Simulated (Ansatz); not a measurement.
Basis-set extrapolation for `F[SiH](F)N[SiH](Cl)Cl` (PBE0-D4/def2-TZVP geometry, frozen core, Ansatz 0.2.0). Multiplicity 1, RHF reference.

|  | def2-TZVPP | def2-QZVPP |
| --- | --- | --- |
| HF | -1752.436801 | -1752.493770 |
| MP2 correlation | -1.310939 | -1.434153 |
| CCSD(T) correlation | -1.409932 | not run |

Energies in hartree. Use E(X) = E(∞) + A·exp(−7.88·√X) for Hartree–Fock and E(X) = E(∞) + B·X^(−2.97) for correlation, with X = 3 and 4, and add CCSD(T) minus MP2 of the smaller set to the MP2 limit.

What is the CCSD(T) energy at the basis-set limit?

HF limit: -1752.493770 + (-0.056969) × 0.13774 = -1752.50162. MP2 limit: -1.434153 + (-0.123214) × 0.74074 = -1.52542. Higher-order term: -1.409932 − (-1.310939) = -0.09899. Total: -1754.12603 hartree, 175.3 kcal/mol below CCSD(T)/def2-TZVPP.
